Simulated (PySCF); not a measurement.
**C2H8AlBO3**

The system: C2H8AlBO3, a molecule; neutral, singlet. The structure, one conformer, was relaxed in the gas phase by PBE0-D3(BJ)/def2-SVP. No frequency run checks that it is a minimum.

SMILES: [CH3][Al]([CH3])[O]B(O)O

Coordinates in Å:
```
O1     -2.715    0.178   -1.839
B2     -1.390   -0.147   -1.906
O3     -0.931   -0.574   -3.118
O4     -0.570   -0.050   -0.821
Al5     0.422    0.048    0.565
C6     -0.445    0.503    2.251
C7      2.323   -0.308    0.327
H8     -2.948    0.462   -0.952
H9      0.007   -0.774   -3.071
H10    -1.244   -0.217    2.498
H11     0.258    0.527    3.098
H12    -0.927    1.494    2.190
H13     2.765    0.355   -0.436
H14     2.487   -1.341   -0.027
H15     2.900   -0.181    1.257
```

Shieldings: GIAO PBE0/pcSseg-1. Shifts are against computed references at the same level: C TMS (σ 184.4 ppm), H TMS (σ 31.27 ppm). Core levels by delta-SCF with SCAN, pcX-2 on the ionised atom and pcseg-1 elsewhere, spin-free X2C (2p3/2 is the spin-free 2p value less a third of a first-order spin-orbit splitting); from the vacuum level, for chosen atoms.

**Question.** Give the NMR and core-level values of the distinct atoms.

**Answer.** 
```tsv
atoms	bonded to	σ (ppm)	δ (ppm)	core level (eV)
O1	1 B + 1 H	245.3	-	1s 538.67
B2	3 O	84.4	-	1s 197.92
O3	1 B + 1 H	245.3	-	1s 538.67
O4	1 Al + 1 B	209.0	-	1s 537.55
Al5	2 C + 1 O	360.3	-	2p3/2 80.34
C6	1 Al + 3 H	194.8	-10.4	-
C7	1 Al + 3 H	194.8	-10.4	-
H8	1 O	28.82	2.45	-
H9	1 O	28.81	2.46	-
H10 H11 H12	1 C	31.65	-0.38	-
H13 H14 H15	1 C	31.65	-0.38	-
```

Values are those of this one static structure, with the three H of a rotating XH3 group averaged; atoms that internal rotation interchanges would show their mean in an NMR spectrum.

**Question.** Which of O1, O3, O4 holds its core electrons tightest, and by how much against the loosest?

**Answer.** O1 (bonded to 1 B + 1 H), by 1.13 eV over O4 (bonded to 1 Al + 1 B).

**Question.** By CAM-B3LYP/def2-SVPD (TDDFT singlets, Tamm-Dancoff triplets, ionisation by delta-SCF), where does absorption start, and what does vertical ionisation take?

**Answer.** The first singlet with intensity lies at 6.51 eV (f 0.143); what lies below it is dark. The lowest singlet lies at 5.97 eV (f 0.000), the strongest of the first 6 at 6.51 eV (f 0.143), the lowest triplet at 5.69 eV; vertical ionisation takes 10.04 eV.

The 3 runs behind this took 3.1 min in all, one thread each of AMD EPYC 7R43 64-Core on a shared host, launched as `OMP_NUM_THREADS=1 python cluster_run.py task.json out`.
